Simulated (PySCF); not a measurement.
CH₅FO₂Si. Atoms are numbered in the order given.

```xyz
10

Si     0.5726     0.1360     0.1874
O      1.7001    -0.0338    -0.9858
F      0.3184    -1.2605     0.9719
O     -0.8534     0.5504    -0.5153
C     -2.1202     0.5185     0.0890
H      1.0790     1.1057     1.1755
H      1.4183    -0.4512    -1.8056
H     -2.2458     1.3451     0.8105
H     -2.8865     0.6313    -0.6921
H     -2.2990    -0.4338     0.6168
```

Geometry optimised at PBE0-D3(BJ)/def2-SVP. The structure was generated by enumeration, and PubChem lists no compound with its InChIKey, so it may never have been made. The values are those of a single conformer.

Computed with HF/pcSseg-1 (PySCF).

GIAO shieldings, no solvent; atoms alike by connectivity are averaged. δ = σ(ref) − σ: ²⁹Si against TMS (σ = 393.8 ppm); ¹⁷O against H2O (σ = 333.0 ppm); ¹⁹F against CFCl3 (σ = 238.5 ppm); ¹³C against TMS (σ = 192.6 ppm); ¹H against TMS (σ = 31.99 ppm), references at their B3LYP-D3(BJ)/def2-TZVP geometries, non-relativistic.

```csv
atoms,nucleus,count,δ (ppm)
Si1,²⁹Si,1,-60.5
O2,¹⁷O,1,35.4
O4,¹⁷O,1,?
F3,¹⁹F,1,?
C5,¹³C,1,?
H6,¹H,1,4.06
"H8, H9, H10",¹H,3,?
H7,¹H,1,2.80
```

What belongs in the gaps? (An estimate is asked for; the answer gives what the named calculation found.)


- O4, δ (ppm): 4.8
- F3, δ (ppm): -118.6
- C5, δ (ppm): 48.7
- H8, H9, H10, δ (ppm): 3.85
